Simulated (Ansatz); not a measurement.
The cluster Si₄⁺. The state is a doublet with charge 1. Geometry r2SCAN-D4/def2-TZVP, basis def2-TZVP, Ansatz.

Cartesian coordinates in Å:
```
Si 0.522 1.138 0.421
Si -1.415 0.936 -0.772
Si -0.522 -1.138 -0.422
Si 1.415 -0.935 0.773
```

```json
{"run": "A", "HOMO (eV)": "-11.80", "LUMO (eV)": "-9.22"}
{"run": "B", "HOMO (eV)": "-12.42", "LUMO (eV)": "-8.45"}
{"run": "C", "HOMO (eV)": "-11.08", "LUMO (eV)": "-9.73"}
{"run": "D", "HOMO (eV)": "-14.02", "LUMO (eV)": "-7.43"}
{"run": "E", "HOMO (eV)": "-13.35", "LUMO (eV)": "-7.67"}
```

LC-ωPBE has ω = 0.4 bohr⁻¹. The structure comes from a short search, and lower isomers may exist.

HOMO and LUMO are taken over both spins.

Q: The runs used BHLYP, LC-ωPBE, PBE0, r2SCAN, ωB97M-V. Estimate which is which.

A: A PBE0 (25 % exact exchange); B BHLYP (50 % exact exchange); C r2SCAN (0 % exact exchange); D LC-ωPBE (range-separated); E ωB97M-V (range-separated). Exact exchange lowers occupied and raises empty levels; among semilocal functionals meta-GGAs tend to open the gap a little, and such runs are hard to tell apart. The gap grows from 1.34 eV (r2SCAN) to 6.59 eV (LC-ωPBE).
